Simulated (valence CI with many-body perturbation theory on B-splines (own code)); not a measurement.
Assign the levels of As28+

Calculated by valence CI with perturbative core correlation (CI+MBPT): three valence electrons over a frozen Dirac-Fock core [He], radial functions for each j: 11 s, 11 p, 9 d, 7 f, 5 g, 2 h, 1 i, with the one-electron correlation potential Σ1 (screened to all orders), the two-electron term Σ2, the three-electron term Σ3, Breit, model QED; selected single and double excitations, second order for the rest (own B-spline code, finite nucleus).

The last digits are not significant, and no measured levels were compared; by estimate large intervals hold to a few tenths of a per cent, small ones and those within an open d or f shell to about a per cent.

| No. | J | Parity | E (cm⁻¹) | g |
| --- | --- | --- | --- | --- |
| 1 | 1/2 | odd | 0 | 0.657 |
| 2 | 3/2 | odd | 336870 | 1.327 |
| 3 | 1/2 | even | 603420 | 2.546 |
| 4 | 3/2 | even | 801520 | 1.711 |
| 5 | 5/2 | even | 915610 | 1.507 |
| 6 | 3/2 | even | 1175600 | 0.871 |
| 7 | 1/2 | even | 1266100 | 1.099 |
| 8 | 5/2 | even | 1310000 | 1.280 |
| 10 | 3/2 | even | 1638100 | 1.266 |
| 13 | 5/2 | odd | 2249600 | 1.193 |
| 14 | 1/2 | odd | 2433400 | 0.657 |
| 16 | 1/2 | even | 13936000 | 1.999 |
| 17 | 1/2 | odd | 14178000 | 0.667 |
| 18 | 3/2 | odd | 14272000 | 1.335 |

Energies count from the lowest level. Strongly mixed levels and levels close to another of their J and parity are left out, so the numbers can have gaps.

**Question.** Give configuration and LS term of each level.

**Answer.** 1: 2s2.2p 2P°; 2: 2s2.2p 2P°; 3: 2s.2p2 4P; 4: 2s.2p2 4P; 5: 2s.2p2 4P; 6: 2s.2p2 2D; 7: 2s.2p2 2P; 8: 2s.2p2 2D; 10: 2s.2p2 2P; 13: 2p3 2D°; 14: 2p3 2P°; 16: 2s2.3s 2S; 17: 2s2.3p 2P°; 18: 2s2.3p 2P°.
